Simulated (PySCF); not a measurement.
# How methods differ on the excitation energy of Hf(2+)

Hf(2+) [Xe] 4f14 5d2 (3F) → Hf(2+) [Xe] 4f14 5d1 6s1 (3D), as a difference of total energies. Calculation: PySCF 2.14, in aug-cc-pVDZ-PP with ECP60MDF; scalar relativity through the core potential. Correlated levels: valence: 5s2 5p6 frozen. The calculations carry no spin-orbit coupling.

```csv
method,excitation energy (cm⁻¹)
UHF,2840.6
PBE,1791.4
PBE0,2901.3
r2SCAN,3337.5
TPSS,3476.0
MN15,167.89
B97-3,3249.4
MP2 (valence),2654.8
SCS-MP2 (valence),2778.7
```

Question: Estimate what PW91 gives.

Answer: 1852.3 cm⁻¹, closest to PBE among the rows shown.

Question: Estimate what LDA gives.

Answer: 18.061 cm⁻¹, closest to MN15 among the rows shown.
